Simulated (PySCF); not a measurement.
PySCF input (TPSSh/def2-TZVPD):

```python
from pyscf import gto, scf, dft

mol = gto.M(
    atom='''
    C     1.36890104   -0.78767273   -0.20575247
    C     0.31369595    0.26742299   -0.01218699
    F     0.66521317    1.41081538   -0.70185638
    F     0.26941409    0.62706014    1.31379288
    C    -1.08860179   -0.09777161   -0.47035107
    O    -1.45156951   -1.32835526    0.12982546
    H     1.09225876   -1.68395711    0.34523785
    H     2.32178891   -0.40857192    0.16091230
    H     1.45970645   -1.03200985   -1.26360670
    H    -1.75163970    0.71994439   -0.17354091
    H    -1.07936769   -0.16804281   -1.56360020
    H    -2.40580724   -1.43327202    0.07830890
    ''',
    basis='def2-tzvpd',
    charge=0,
    spin=0,
    verbose=4,
)

mf = dft.RKS(mol, xc='tpssh').density_fit(auxbasis='def2-universal-jkfit')
mf.grids.level = 3
mf.conv_tol = 1e-9
mf.max_cycle = 100
mf.max_memory = 1500
mf.kernel()
if not mf.converged:
    mf = mf.newton()
    mf.kernel(mf.make_rdm1())
mf.analyze()
```

End of the output:

```
Extra cycle  E= -393.011109546324  delta_E= 2.01e-10  |g|= 4.45e-05  |ddm|= 5.4e-05
converged SCF energy = -393.011109546324
**** SCF Summaries ****
Total Energy =                        -393.011109546324064
Nuclear Repulsion Energy =             269.464818390071628
One-electron Energy =                -1075.876309514077320
Two-electron Energy =                  413.400381577681571
Two-electron Coulomb Energy =          461.517486467977449
DFT Exchange-Correlation Energy =      -48.117104890295892
HOMO-LUMO gap [eV] =                     7.309841769584017
**** MO energy ****
MO #1   energy= -24.6014367714569  occ= 2
MO #2   energy= -24.5978353219204  occ= 2
MO #3   energy= -19.0735137220566  occ= 2
MO #4   energy= -10.2716574780269  occ= 2
MO #5   energy= -10.1782885303443  occ= 2
MO #6   energy= -10.1176807907489  occ= 2
MO #7   energy= -1.21742742968016  occ= 2
MO #8   energy= -1.16085915506745  occ= 2
MO #9   energy= -1.02177482896947  occ= 2
MO #10  energy= -0.770588441254198 occ= 2
MO #11  energy= -0.699576137014827 occ= 2
MO #12  energy= -0.596128541061788 occ= 2
MO #13  energy= -0.536754125151957 occ= 2
MO #14  energy= -0.512869977833865 occ= 2
MO #15  energy= -0.494351309054646 occ= 2
MO #16  energy= -0.477490962596016 occ= 2
MO #17  energy= -0.441646922598547 occ= 2
MO #18  energy= -0.412249042273444 occ= 2
MO #19  energy= -0.394293473518235 occ= 2
MO #20  energy= -0.378875292794216 occ= 2
MO #21  energy= -0.377869843050209 occ= 2
MO #22  energy= -0.364099862124906 occ= 2
MO #23  energy= -0.358526930583796 occ= 2
MO #24  energy= -0.313173062021143 occ= 2
MO #25  energy= -0.279456944951018 occ= 2
MO #26  energy= -0.0108252124765542 occ= 0
MO #27  energy= 0.0184936456142483 occ= 0
MO #28  energy= 0.033539201739179  occ= 0
MO #29  energy= 0.0438851150320047 occ= 0
MO #30  energy= 0.0588600620895187 occ= 0
MO #31  energy= 0.0639538571287404 occ= 0
MO #32  energy= 0.0699412371917074 occ= 0
MO #33  energy= 0.0801642406756248 occ= 0
MO #34  energy= 0.0921677594847132 occ= 0
MO #35  energy= 0.0977593595383202 occ= 0
MO #36  energy= 0.108634454669927  occ= 0
MO #37  energy= 0.114515497500413  occ= 0
MO #38  energy= 0.127377279668964  occ= 0
MO #39  energy= 0.130994145302792  occ= 0
MO #40  energy= 0.143456252538517  occ= 0
MO #41  energy= 0.147688290559962  occ= 0
MO #42  energy= 0.155785064537938  occ= 0
MO #43  energy= 0.159799126689808  occ= 0
MO #44  energy= 0.174341266583682  occ= 0
MO #45  energy= 0.195400943572627  occ= 0
MO #46  energy= 0.19824531808765   occ= 0
MO #47  energy= 0.211469381281221  occ= 0
MO #48  energy= 0.218201853693266  occ= 0
MO #49  energy= 0.221141117650931  occ= 0
MO #50  energy= 0.234341988062265  occ= 0
MO #51  energy= 0.241483908669322  occ= 0
MO #52  energy= 0.245508782425307  occ= 0
MO #53  energy= 0.253478501899201  occ= 0
MO #54  energy= 0.25692548535018   occ= 0
MO #55  energy= 0.262969932332953  occ= 0
MO #56  energy= 0.265920872559393  occ= 0
MO #57  energy= 0.274186178284305  occ= 0
MO #58  energy= 0.283560455055556  occ= 0
MO #59  energy= 0.290684008200943  occ= 0
MO #60  energy= 0.298563771800051  occ= 0
MO #61  energy= 0.307279431330357  occ= 0
MO #62  energy= 0.310966450996538  occ= 0
MO #63  energy= 0.313340701868127  occ= 0
MO #64  energy= 0.321097313903615  occ= 0
MO #65  energy= 0.329757740186558  occ= 0
MO #66  energy= 0.340949181302905  occ= 0
MO #67  energy= 0.346895534296637  occ= 0
MO #68  energy= 0.360932387893715  occ= 0
MO #69  energy= 0.367981644510044  occ= 0
MO #70  energy= 0.368509713058971  occ= 0
MO #71  energy= 0.382527927934735  occ= 0
MO #72  energy= 0.389658619368592  occ= 0
MO #73  energy= 0.401532234220888  occ= 0
MO #74  energy= 0.407004275266459  occ= 0
MO #75  energy= 0.422377419631021  occ= 0
MO #76  energy= 0.426224394494612  occ= 0
MO #77  energy= 0.433355858660443  occ= 0
MO #78  energy= 0.43406855282394   occ= 0
MO #79  energy= 0.447025541008852  occ= 0
MO #80  energy= 0.458318544973386  occ= 0
MO #81  energy= 0.467963787737222  occ= 0
MO #82  energy= 0.476491465954935  occ= 0
MO #83  energy= 0.494008730712955  occ= 0
MO #84  energy= 0.510867543735847  occ= 0
MO #85  energy= 0.52116414149721   occ= 0
MO #86  energy= 0.531379454036246  occ= 0
MO #87  energy= 0.551623849725317  occ= 0
MO #88  energy= 0.556154030724679  occ= 0
MO #89  energy= 0.580621428800064  occ= 0
MO #90  energy= 0.586706540368499  occ= 0
MO #91  energy= 0.592629134279196  occ= 0
MO #92  energy= 0.599551669375481  occ= 0
MO #93  energy= 0.619017107064942  occ= 0
MO #94  energy= 0.637965036674867  occ= 0
MO #95  energy= 0.646878662254293  occ= 0
MO #96  energy= 0.659429460201107  occ= 0
MO #97  energy= 0.666744437586037  occ= 0
MO #98  energy= 0.676004804999315  occ= 0
MO #99  energy= 0.67642199912188   occ= 0
MO #100 energy= 0.68260934175899   occ= 0
MO #101 energy= 0.692129564682764  occ= 0
MO #102 energy= 0.704501968232414  occ= 0
MO #103 energy= 0.717838701303997  occ= 0
MO #104 energy= 0.729182907671988  occ= 0
MO #105 energy= 0.735029352482022  occ= 0
MO #106 energy= 0.751661383803767  occ= 0
MO #107 energy= 0.756668399481078  occ= 0
[...]
```
